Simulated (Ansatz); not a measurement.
```yaml
crystal:
  periodic: [false, false, false]
  atoms:
    - {symbol: Pt, position_ang: [-1.746708, -0.525494, 0.068018]}
    - {symbol: Pt, position_ang: [0.025023, 1.633710, 0.807518]}
    - {symbol: Pt, position_ang: [0.781438, -0.498101, -0.306779]}
    - {symbol: Pt, position_ang: [-0.399197, -0.496738, 2.165553]}
    - {symbol: Au, position_ang: [1.286501, -0.128656, -2.747259]}
basis:
  gaussian: {orbitals: def2-mTZVPP}
total_charge: 1
hamiltonian: {xc: {name: PBE0}, dispersion: d3bj}
scf: {omitted_lower_state_checks: [starts]}
output: {forces: true}
```

```sh
$ ansatz run in.yaml --threads 4 --pin off --events-out ev --progress --plain --max-ram 4787MiB
```

Shortened log:

```
Functional definition: PBE0
2125 factors; integrals over basis functions are off by at most 6.1e-5 eV
mean field evaluation 1: about -16662.0886 eV, gradient 7.5e1 eV
mean field evaluation 2: about -16477.5515 eV, gradient 2.9e2 eV
mean field evaluation 4: about -16663.6654 eV, gradient 7.0e1 eV
mean field evaluation 8: about -16674.1803 eV, gradient 1.6e0 eV
mean field evaluation 16: about -16674.5185 eV, gradient 3.7e-2 eV
mean field evaluation 32: about -16674.5185 eV, gradient 2.2e-4 eV
mean field -16674.51850351 eV, -612.7772526094 hartree, gradient 4.6e-5 eV, S^2 0.000000; 0 other end points of the search recorded, 0 dependent functions left out
reference -16674.51854297 eV, -612.7772540597 hartree; 45, 45 occupied and 135, 135 virtual orbitals, 2125 factors
Total energy: -16674.88649976 eV, -612.7907762223 hartree
Atom 0 at    -1.746708    -0.525494     0.068018 Å, force     0.513007     0.086203     0.039304 eV/Å
Atom 1 at     0.025023     1.633710     0.807518 Å, force    -0.175457    -0.814431     0.325557 eV/Å
Atom 2 at     0.781438    -0.498101    -0.306779 Å, force    -0.431016    -0.099288     0.421873 eV/Å
Atom 3 at    -0.399197    -0.496738     2.165553 Å, force     0.115997     0.719179    -0.641576 eV/Å
Atom 4 at     1.286501    -0.128656    -2.747259 Å, force    -0.022532     0.108338    -0.145157 eV/Å
Dipole moment:    -0.207537     0.106573     0.143168 e Å
Checks for a lower state left out: starts
```

Hardware: 4 threads of Intel Xeon on a shared host. Wall time 17 s, peak host memory 0.72 GiB.

In the def2 sets Au, Pt take a core potential; there is no spin–orbit coupling. The restricted singlet is unstable towards broken spin symmetry at other levels; at RKS PBE0-D3(BJ)/def2-mTZVPP this wasn't settled.

The dipole of an ion depends on the origin.
